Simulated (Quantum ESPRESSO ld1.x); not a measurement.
The mean radii <r> (bohr) of the occupied orbitals of an atom or ion are listed with their occupations. All-electron calculation, scalar-relativistic Kohn-Sham, PBE, spin-unpolarised, spherical densities, point nucleus. Program: ld1.x of Quantum ESPRESSO 7.5.

orbital  occ.      <r>
1s          2  0.06356
2s          2   0.2931
2p          6   0.2599
3s          2   0.8754
3p          6   0.9170
3d          2    1.021

Name the element and its charge.

Answer. Z = 24, chromium, charge +4: Cr4+ in [Ar] 3d2. The 1s radius gives Z: for a bare nucleus <r> = (2 gamma + 1)/(2Z) with gamma = sqrt(1 - (Z/c)^2), 0.06186 bohr for Z = 24, and screening makes it slightly larger (0.06356 here). The occupations add up to 20, and the charge is Z minus that.
